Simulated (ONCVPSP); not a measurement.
## How hard is this fluorine (F) ONCV potential?

F (Z = 9), optimised norm-conserving Vanderbilt (ONCV), made with ONCVPSP 4.0.1 (LDA (Perdew-Wang 92), scalar-relativistic). Core [He], reference 2s2 2p5. Waves: 2s: rc 0.70 bohr, ncon 3, nbas 7, qcut 11.4 1/bohr, 1 projector; 2p: rc 1.45 bohr, ncon 4, nbas 7, qcut 8.9 1/bohr, 2 projectors, debl 3.3 Ha; d scattering state at 0.4 Ha: rc 1.25 bohr, ncon 4, nbas 7, qcut 8.1 1/bohr, 1 projector. Local part: polynomial inside 0.50 bohr (lpopt 3, dvloc0 4 Ha). Core correction: none.

**Question.** For each optimised wave give the share of its norm inside rc, the residual kinetic energy above qcut (Ha) and the cutoffs (Ha) for errors of 10, 1, 0.1 and 0.01 mHa per electron.

**Answer.**

```json
{"wave": "2s", "norm inside rc": "0.267", "residual KE": "1.4e-04", "10 mHa": "38.3", "1 mHa": "53.5", "0.1 mHa": "69.6", "0.01 mHa": "266.7"}
{"wave": "2p", "norm inside rc": "0.767", "residual KE": "1.5e-05", "10 mHa": "25.0", "1 mHa": "31.2", "0.1 mHa": "35.9", "0.01 mHa": "45.9"}
{"wave": "p projector 2", "norm inside rc": "0.147", "residual KE": "1.8e-04", "10 mHa": "27.7", "1 mHa": "34.8", "0.1 mHa": "44.3", "0.01 mHa": "90.7"}
{"wave": "d projector 1", "norm inside rc": "0.005", "residual KE": "1.1e-06", "10 mHa": "1.6", "1 mHa": "5.9", "0.1 mHa": "15.0", "0.01 mHa": "24.6"}
```

The occupied waves need 54 Ha and 70 Ha for 1 and 0.1 mHa. Rows with under 1 % of the norm inside rc give no meaningful cutoff. Its largest configuration-test error is +3320 meV.
